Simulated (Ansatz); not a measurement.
C₃HF₅, SMILES `FC(F)=C(F)C(F)F`. Charge 0, multiplicity 1. The structure was optimised at the PBE0-D4/def2-TZVP level. It is one conformer, not always the lowest.

```xyz
9

F    -1.078   -1.767    0.188
C    -1.101   -0.656   -0.506
F    -2.097   -0.625   -1.344
C    -0.211    0.316   -0.366
F    -0.310    1.412   -1.113
C     0.922    0.272    0.593
F     2.098    0.390   -0.069
F     0.847    1.316    1.453
H     0.930   -0.659    1.165
```

What is the dipole moment at PBE/def2-TZVPP? (Best estimate.)

The calculation gave: 1.81 D, with components (-0.75, -1.61, 0.36) D in this frame, pointing from negative to positive charge.

And with r2SCAN, B3LYP, ωB97M-V? (An estimate is asked.)

The calculation gave: r2SCAN 1.89 D, B3LYP 1.92 D, ωB97M-V 1.94 D.

Give the Mulliken charges with PBE, ωB97M-V, r2SCAN in def2-TZVPP. (Estimate.)

The calculation gave: 
```
atom    PBE  ωB97M-V  r2SCAN
  F1  -0.12    -0.15   -0.15
  C2   0.31     0.37    0.38
  F3  -0.10    -0.13   -0.14
  C4   0.06     0.09    0.09
  F5  -0.14    -0.17   -0.18
  C6   0.21     0.26    0.33
  F7  -0.15    -0.18   -0.19
  F8  -0.15    -0.18   -0.19
  H9   0.07     0.09    0.05
```

B3LYP here is the variant with VWN-RPA as its local correlation; programs differ in this.

Program: Ansatz 0.2.0.
